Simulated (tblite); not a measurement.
Compound: C4H8F3OS (charge +1).
Numbering: `[CH3:1][S+:2]([CH3:3])[CH2:4][O:5][C:6]([F:7])([F:8])[F:9]` (hydrogens: H10, H11, H12 on C1; H13, H14, H15 on C3; H16, H17 on C4)

The geometry is computed with GFN2-xTB (gas phase).

Entries marked ? are missing. Bonds in one row agree within 0.01 Å.

| coordinate | value |
| --- | --- |
| C1–S2, S2–C3 | ? |
| S2–C4 | 1.871 Å |
| C4–O5 | ? |
| O5–C6 | 1.354 Å |
| C6–F7 | ? |
| C6–F8 | ? |
| C6–F9 | ? |
| C1–H10 and 5 like bonds | 1.087 Å |
| C4–H16, C4–H17 | 1.094 Å |
| C1–S2–C3 | 101.0° |
| C1–S2–C4 | 99.1° |
| S2–C4–O5 | 109.5° |
| C4–O5–C6 | 116.8° |
| O5–C6–F7 | ? |
| O5–C6–F8 | ? |
| F7–C6–F8 | ? |
| F8–C6–F9 | ? |

Estimate the withheld lengths and angles.

- C1–S2, S2–C3 = 1.806 Å, drawn single (S-methyl carbon to sulfonium sulfur); equal to the sum of covalent radii, 1.81 Å.
- C4–O5 = 1.395 Å, drawn single (sp3 carbon bound to oxygen to ether oxygen); 0.03 Å below the sum of covalent radii, 1.42 Å.
- C6–F7 = 1.305 Å, drawn single (CF3 carbon to fluorine of a CF3 group); 0.02 Å below the sum of covalent radii, 1.33 Å.
- C6–F8 = 1.327 Å, drawn single (CF3 carbon to fluorine of a CF3 group); equal to the sum of covalent radii, 1.33 Å.
- C6–F9 = 1.346 Å, drawn single (CF3 carbon to fluorine of a CF3 group); 0.02 Å above the sum of covalent radii, 1.33 Å.
- O5–C6–F7 = 109.1°, at the CF3 carbon; the outer atoms are 2.167 Å apart.
- O5–C6–F8 = 112.3°, at the CF3 carbon; the outer atoms are 2.225 Å apart.
- F7–C6–F8 = 110.0°, at the CF3 carbon; the outer atoms are 2.156 Å apart.
- F8–C6–F9 = 106.3°, at the CF3 carbon; the outer atoms are 2.139 Å apart.

Radii are Cordero's, carbon taken as 0.76, 0.73 or 0.69 Å for four, three, and two or fewer neighbours.

Its GFN2-xTB frequencies are all real (lowest 20 cm⁻¹). Torsions: C1–S2–C4–O5 -164°, S2–C4–O5–C6 -84°. 3 starts were optimised and ended at 0.00, 0.03 and 0.78 kcal/mol (GFN2-xTB); the lowest of these is shown.

One conformer stands for the species.
